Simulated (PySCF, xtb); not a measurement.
Ge(F)(Br)2(NH2) (Br₂FGeH₂N), SMILES [Br][Ge]([Br])([F])[NH2]. The values are those of a single conformer.

Harmonic wavenumbers (cm⁻¹) from xtb with GFN2-xTB at its own minimum, in rising order: 74, 107, 128, 145, 157, 184, 242, 306, 458, 483, 650, 752, 1442, 3427, 3462.

Task: What does PBE0-D3(BJ)/def2-SVP (PySCF) give at its own minimum? (The exact figures need the calculation; the answer reports its results.)

Result: 62, 123, 150, 169, 200, 243, 303, 348, 490, 725, 761, 886, 1532, 3580, 3689. Paired by order, the mean absolute difference is 85 cm⁻¹ and the zero-point energies are 17.2 and 19.0 kcal/mol.
